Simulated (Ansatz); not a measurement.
Reactions of FH₅O₂Si₂, SMILES `O[Si](O)(F)[SiH3]`.

Isolated molecules relaxed with PBE0-D4/def2-TZVP in Ansatz; ΔE leaves out vibrations. CCSD(T)/CBS adds triple-zeta CCSD(T) − MP2 to the extrapolated MP2 energy (def2 sets, frozen cores). This one scheme is used for every species. For Br, Ge outer-core shells are correlated without core-valence functions, which leaves a few kJ/mol of doubt a bond. Scalar relativity is left out up to krypton. Each species was taken in one conformer, which may not be the lowest.

Q: Order these by ΔE at CCSD(T)/CBS, lowest first. (Estimate.)
A. `O[Si](O)(F)[SiH3]` + HBr → `O[Si](O)([SiH3])Br` + H–F
B. `O[Si](O)(F)[SiH3]` + H₂ → `O[SiH](O)[SiH3]` + H–F
C. `O[Si](O)(F)[SiH3]` + `[OH][GeH3]` → `O[SiH](F)[SiH3]` + `[OH][GeH2][OH]`
D. `O[Si](O)(F)[SiH3]` + H–F → `O[Si](F)(F)[SiH3]` + H₂O
E. `O[Si](O)(F)[SiH3]` + H₂ → `O[SiH](O)F` + SiH₄
F. `O[Si](O)(F)[SiH3]` → `O[SiH2]O[SiH2]F`
G. `O[Si](O)(F)[SiH3]` + H₂O → `O[Si](O)(O)F` + SiH₄

A: G (-29.9 kcal/mol), F (-24.8 kcal/mol), D (-10.0 kcal/mol), E (-7.6 kcal/mol), A (+11.1 kcal/mol), C (+19.3 kcal/mol), B (+34.3 kcal/mol).

Largest T1 diagnostic: 0.013, for `O[SiH](O)[SiH3]`.
